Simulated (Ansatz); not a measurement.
Born–Oppenheimer molecular dynamics of BHOZn (4 atoms, charge 0, multiplicity 1). It starts from a relaxed structure.

Theory: Ansatz 0.2.0, RKS PBE0/def2-TZVP.

```yaml
ensemble: NVE (velocity Verlet)
time_step: 0.5 fs
steps_asked: 150
starting_velocities_drawn_for: 400 K
masses: H 10 u
seed: 499821
```

First frame:

```xyz
4
Properties=species:S:1:pos:R:3
B 0.624 0.201 0.901
O 0.038 0.894 0.118
Zn -1.802 -0.677 -2.706
H 1.196 -0.478 1.667
```

Problem. How far do the bonds stretch over the last three quarters of this one trajectory? (Pairs bonded in most of those frames.)

Solution. 
| bond | mean (Å) | spread (Å) | shortest | longest |
| --- | --- | --- | --- | --- |
| B1–O2 | 1.197 | 0.014 | 1.17 | 1.22 |
| B1–H4 | 1.166 | 0.046 | 1.11 | 1.25 |

Mean temperature of the second half: 217 K. The conserved energy stayed within 0.05 meV per atom of its start (net change 0.02 meV per atom), so the integration is sound. The temperature averaged 0.54 of the 400 K drawn at the start: a run that starts near a minimum puts about half its kinetic energy into the potential. A run of 0.075 ps of so small a system gives no equilibrium averages.

Run time: 4.7 min on 2 threads of Arm Neoverse N1, on a shared host, peak memory 0.22 GiB.
